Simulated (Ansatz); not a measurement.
Reaction (ligand exchange at a Zn–S bond): `C[S][ZnH]` + `O[SiH2]F` → `F[SiH2][O][ZnH]` + CH₃SH

Program: Ansatz. Geometries: PBE0-D4/def2-TZVP. ΔE: electronic, gas phase. CBS: MP2 limit from def2 TZ/QZ plus the TZ coupled-cluster correction, frozen cores. This one scheme is used for every species. DFT in def2-TZVPP. For Zn outer-core shells are correlated without core-valence functions, which leaves a few kJ/mol of doubt a bond. Scalar relativity is left out up to krypton. One conformer a species, not always the lowest.

| level | ΔE (eV) |
| --- | --- |
| LDA (SPW92) | 0.11 |
| PBE-D4 | 0.12 |
| PBE0-D4 | 0.11 |
| CAM-B3LYP-D4 | -0.04 |
| PBE-QIDH | 0.05 |
| BLYP | 0.02 |
| MP2/def2-SVP | -0.21 |
| CCSD/def2-TZVPP | -0.06 |

(1) What does CCSD(T)/CBS give? (Estimate.)

Largest T1 diagnostic among the species: 0.015.

## Answers

(1) The calculation gave: +0.02 eV. The listed levels differ from it by 0.09, 0.10, 0.09, -0.06, 0.03, 0.00, -0.23, -0.08 eV.

Leaving LDA and LC-ωPBE aside and taking each functional with its dispersion term where it has one, the values spread over 0.15 eV, from CAM-B3LYP-D4 to PBE-D4. At CCSD(T), def2-SVP lies −0.25 eV from the extrapolated value and def2-TZVPP −0.06 eV.
